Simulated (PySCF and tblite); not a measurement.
C₇H₄F₄, numbered as in [CH2:1]=[C:2]1[CH:3]=[C:4]([C:5]([F:6])([F:7])[F:8])[CH:9]=[C:10]1[F:11].

Level: PBE0-D3(BJ)/pcSseg-1//GFN2-xTB, thermal terms from GFN2-xTB, symmetry numbers and mirror pairs counted. Conformers within 2.5 kcal/mol (GFN2-xTB free energy) were kept, 2 at most. Couplings: B3LYP/6-31G* with pcJ-1 on H, F (gas phase; spin-dipole term only for pairs with B, N, F, Si or P). Couplings are for ¹⁹F, ¹H. H–H couplings come out 0.1 to 0.9 Hz lower than with pcJ-1 on all atoms. Of two unlike H on one atom, a is the less shielded (PBE0/pcSseg-1). Programs: PySCF with density fitting and tblite.

The 5-ring runs over atoms 2–3–4–9–10.

```json
{"conformer": "1", "shape": "5-ring flat", "weight %": "100.0"}
```

**Question.** Give the couplings in each conformer and the averages at 298.15 K (pairs that fast motion interchanges averaged).

**Answer.** 
```tsv
coupling	pairs	1	average (Hz)
³J(H9,F11)	1	-2.8	-2.8
²J(H1b,H1a)	1	-1.0	-1.0
```

Computed couplings to fluorine can be off by tens of per cent at such levels.

F–F couplings are left out: such levels miss them by tens of Hz and can give the wrong sign.
